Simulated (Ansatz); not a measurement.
`O[Si](F)(S)S` + H₂O → `O[Si](O)(F)S` + H₂S  (formal hydrolysis of the Si–S bond)

Computed with Ansatz on PBE0-D4/def2-TZVP structures; ΔE is electronic, products minus reactants. CCSD(T)/CBS adds triple-zeta CCSD(T) − MP2 to the extrapolated MP2 energy (def2 sets, frozen cores). This one scheme is used for every species. DFT in def2-TZVPP. B3LYP here is the variant with VWN-RPA as its local correlation; programs differ in this. One conformer a species, not always the lowest.

```tsv
level	ΔE (kJ/mol)
LDA (SPW92)	-46.0
B3LYP-D4	-51.4
CAM-B3LYP-D4	-58.9
ωB97M-V	-52.1
LC-ωPBE	-51.3
HF/def2-SVP	-67.0
CCSD(T)/def2-SVP	-55.4
CCSD(T)/def2-TZVPP	-54.5
```

Task: What does CCSD(T)/CBS give? (Best estimate.)

Result: Ansatz gave: -48.7 kJ/mol. The listed levels differ from it by 2.7, -2.7, -10.2, -3.4, -2.6, -18.3, -6.7, -5.8 kJ/mol.

Largest T1 diagnostic among the species: 0.012.

The D4 term adds +6.4 kJ/mol with B3LYP and +3.5 kJ/mol with PBE0; it sums over pairs of atoms, weighted by their polarisabilities, and B3LYP, whose exchange is more repulsive, gets the larger term. Leaving LDA and LC-ωPBE aside and taking each functional with its dispersion term where it has one, the values, not all of them listed here, spread over 23.8 kJ/mol, from CAM-B3LYP-D4 to revPBE-D4. LDA lies −4.7 kJ/mol from PBE without D4. At CCSD(T), def2-SVP lies −6.6 kJ/mol from the extrapolated value and def2-TZVPP −5.8 kJ/mol.

CCSD(T)/CBS has its own doubt, a few kJ/mol and more with outer-core shells, so smaller differences from it don't rank the levels.
